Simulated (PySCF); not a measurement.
Calculation: PBE-D3(BJ)/def2-TZVP // PBE-D3(BJ)/def2-SVP (PySCF 2.14.0). Isolated molecules, 0 K electronic values unless said otherwise. One relaxed conformer stands for a flexible species; it need not be the lowest. 

Reference species: [Ni(H2O)2(NH3)4]2+ (near-degenerate triplet) (charge +2, multiplicity 3).

- highest occupied spin orbital: -12.93 eV
- spin population on the central atom (Mulliken): 1.58
- charge on the central atom (meta-Löwdin): 1.01 e
- mean distance from the central atom to its bonded neighbours: 2.144 Å

Changed species: [Ni(H2O)4(NH3)2]2+ (excited triplet) (2 of 6 H2O replaced by NH3, multiplicity 3; the reference has 4 of 6 H2O replaced by NH3, multiplicity 3).

Predict the effect on the highest occupied spin orbital, spin population on the central atom (Mulliken), charge on the central atom (meta-Löwdin) and mean distance from the central atom to its bonded neighbours.

the highest occupied spin orbital drops by 1.01 eV, to -13.94 eV; the spin population on the central atom (Mulliken) goes up by 0.04, to 1.62; the charge on the central atom (meta-Löwdin) rises by 0.08 e, to 1.09 e; the mean distance from the central atom to its bonded neighbours decreases by 0.036 Å, to 2.108 Å.
